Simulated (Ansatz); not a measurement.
Isomers of Ge5H3 (doublet), relaxed with PBE0-D4/def2-SVP; total energies from Ansatz at r2SCAN0-D4/def2-TZVP.

```
isomer                                                                  description   energy (Eh)
     A  point group not assigned; 7 × Ge–Ge 2.43 to 2.86 Å; 4 × Ge–H 1.57 to 1.78 Å  -10386.72044
     B  point group not assigned; 7 × Ge–Ge 2.42 to 2.83 Å; 4 × Ge–H 1.56 to 1.78 Å  -10386.71483
     C  point group not assigned; 7 × Ge–Ge 2.43 to 2.88 Å; 3 × Ge–H 1.57 to 1.73 Å  -10386.67757
```

The isomers come from a short search, and lower ones may exist.

Work out the relative energies (1 Eh = 2625.5 kJ/mol) and the Boltzmann populations at 298 K from electronic energies alone (R = 8.314 J/mol/K).

ΔE: A 0.0, B 14.7, C 112.6 kJ/mol. RT = 2.48 kJ/mol. Factors exp(−ΔE/RT): A 1, B 0.00267, C 1.91e-20; sum 1.003. Populations: A 99.7 %, B 0.3 %, C 0.0 %. Zero-point energy, vibrational entropy and symmetry numbers are left out and can shift these; an error of 4 kJ/mol changes a ratio by a factor of 5.0. Over the other density-functional and correlated levels in def2 sets, the gap between A and B ranges from 14 to 19 kJ/mol.
